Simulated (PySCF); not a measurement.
# Continuum solvent and chemical shifts

Cartesian coordinates in Å; atom numbers follow the order of the lines, from 1:
```xyz
28

C     2.2236   -1.4605    0.2388
C     2.1176   -0.0610   -0.3417
C     0.7519    0.2427   -0.9519
C     0.7571    1.5627   -1.7181
N    -0.2820    0.1771    0.0851
N    -0.1609    1.2252    1.0024
C    -0.4163    0.8548    2.3732
C    -1.6087   -0.0421   -0.3910
C    -2.5290   -0.9361    0.3917
C    -1.9618   -1.3991   -0.9155
H     3.1906   -1.6205    0.7398
H     2.1241   -2.2290   -0.5457
H     1.4224   -1.6330    0.9725
H     2.3051    0.6940    0.4400
H     2.8884    0.0891   -1.1165
H     0.5032   -0.5686   -1.6576
H     1.4876    1.5339   -2.5408
H    -0.2286    1.7824   -2.1582
H     1.0324    2.3929   -1.0494
H    -0.7415    2.0211    0.7286
H    -0.2305    1.7307    3.0147
H     0.2866    0.0634    2.6730
H    -1.4436    0.4954    2.5779
H    -2.0922    0.8104   -0.9021
H    -2.1199   -1.3930    1.2948
H    -3.5883   -0.6719    0.4446
H    -1.1759   -2.1576   -0.8760
H    -2.6170   -1.4609   -1.7878
```

GIAO PBE0/pcSseg-1 in PySCF 2.14.0 with density-fitted response routines on one PBE0-D3(BJ)/def2-SVP conformer, non-relativistic, equivalent nuclei averaged. Solvents enter as an IEF-PCM continuum (acetonitrile with ε = 35.7, dimethylsulfoxide with ε = 46.8) around the gas-phase geometry. Shifts are referred to TMS computed in the same medium.

Gas phase, δ in ppm: C3 61.4, C7 39.0, C8 35.1, C2 28.9, C1 13.4, C4 12.7, C9 11.6, C10 4.5, H21/H22/H23 2.60, H16 2.34, H24 1.67, H14 1.64, H25 0.96, H11/H12/H13 0.95. Dipole moment 1.24 D.

**Question.** How does each δ change in the continuum?

**Answer.** 
```
      atoms                               environment  Δδ, acetonitrile  Δδ, dimethylsulfoxide
         C3                        sp3 CH bonded to N              +0.7                   +0.7
         C7                 methyl carbon bonded to N              +0.7                   +0.7
         C8                three-membered-ring carbon               0.0                    0.0
         C2                                   sp3 CH2              +0.8                   +0.9
         C1                             methyl carbon              +0.3                   +0.3
         C4                             methyl carbon              +0.9                   +0.9
         C9                three-membered-ring carbon              +0.2                   +0.2
        C10                three-membered-ring carbon              +0.2                   +0.2
H21/H22/H23   hydrogen on a methyl carbon bonded to N              0.00                  -0.01
        H16         hydrogen on an sp3 CH bonded to N             +0.06                  +0.06
        H24  hydrogen on a three-membered-ring carbon             +0.23                  +0.24
        H14                    hydrogen on an sp3 CH2             -0.27                  -0.27
        H25  hydrogen on a three-membered-ring carbon             -0.06                  -0.06
H11/H12/H13               hydrogen on a methyl carbon             -0.03                  -0.03
```

Changes are relative to the gas phase. The dipole moment becomes 1.73 D in acetonitrile, 1.74 D in dimethylsulfoxide.

**Question.** Which nuclei move most (in ppm), and what does the model miss?

**Answer.** C2 (sp3 CH2, +0.9 ppm) and C4 (methyl carbon, +0.9 ppm) in dimethylsulfoxide. A continuum only polarises the solute; specific hydrogen bonds, the anisotropy of aromatic solvents and changes of geometry or conformer are outside it.
